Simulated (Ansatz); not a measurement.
Cost and result for the atomization energy of BH$_{8}$NSi$_{2}$ (12 atoms, 12 bonds).

Cartesian coordinates in Å:
```
N 1.350 -0.077 0.128
Si 0.288 -0.012 1.661
B 0.000 0.768 -0.113
Si -1.375 -0.111 -1.260
H 1.454 -0.959 -0.354
H 2.220 0.435 0.120
H -0.008 -1.424 2.015
H 1.146 0.586 2.717
H 0.210 1.945 -0.189
H -2.752 0.361 -0.943
H -1.363 -1.596 -1.052
H -1.169 0.086 -2.729
```

The species carries charge 0 and has multiplicity 1. The bonds changed during the relaxation, so this is another structure than the one it started from. The geometry is a stationary point of PBE0-D4/def2-TZVP. It is one conformer, not always the lowest. Program: Ansatz. All runs use 4 threads of an Arm Neoverse V2 on a shared host. Times are those of one run each, without the atoms' runs, and a repeat can differ threefold. Electronic energies, without spin–orbit coupling; frozen cores. CCSD(T)/CBS adds CCSD(T) − MP2 in def2-TZVPP to the MP2 limit, and its time is that of the two runs behind it. T1 = 0.012. B3LYP takes the VWN-RPA correlation (the form of Gaussian; ORCA's B3LYP/G).

CCSD(T)/CBS is a level of theory with its own doubt, some kJ/mol a heavy atom from the limit and from the frozen cores, so smaller differences don't rank the functionals.

```csv
level,functions,wall time
PBE-D4/def2-TZVPP (with forces),258,2.2 s
PBE0-D4/def2-TZVPP,258,2.5 s
B3LYP-D4/def2-TZVPP (with forces),258,3.9 s
r2SCAN-D4/def2-TZVPP (with forces),258,4.2 s
B2PLYP/def2-TZVPP,258,5 s
ωB97X-V/def2-TZVPP,258,6.5 s
ωB97M-V/def2-TZVPP (with forces),258,9.5 s
MP2/def2-QZVPP,494,21 s
CCSD(T)/def2-TZVPP,258,78 s
CCSD(T)/CBS(def2),–,99 s
```

What atomization energy does each give, and how far from CCSD(T)/CBS? (Estimate.)

Computed: 
```csv
level,atomization (kcal/mol),difference from CCSD(T)/CBS,per bond
PBE-D4/def2-TZVPP (with forces),905.8,6.1,0.5
PBE0-D4/def2-TZVPP,898.1,-1.6,-0.1
B3LYP-D4/def2-TZVPP (with forces),904.0,4.3,0.4
r2SCAN-D4/def2-TZVPP (with forces),902.8,3.1,0.3
B2PLYP/def2-TZVPP,889.6,-10.1,-0.8
ωB97X-V/def2-TZVPP,908.6,8.9,0.7
ωB97M-V/def2-TZVPP (with forces),905.2,5.5,0.5
MP2/def2-QZVPP,889.5,-10.2,-0.9
CCSD(T)/def2-TZVPP,876.5,-23.2,-1.9
CCSD(T)/CBS(def2),899.7,0.0,0.0
```

From PBE to PBE0 (25 % exact exchange), in def2-TZVPP and without D4, the atomization energy moves by −6.8 kcal/mol: exact exchange takes away binding that semilocal exchange gives to molecules. In def2-TZVPP, CCSD(T) changes the Hartree–Fock value by +215.0 kcal/mol (the triples alone add +10.7 kcal/mol) and MP2 by +214.1 kcal/mol; breaking electron pairs costs correlation energy, which Hartree–Fock lacks. The D4 term adds +10.1 kcal/mol with B3LYP and +5.3 kcal/mol with PBE0; it sums over pairs of atoms, weighted by their polarisabilities, and B3LYP, whose exchange is more repulsive, gets the larger term.
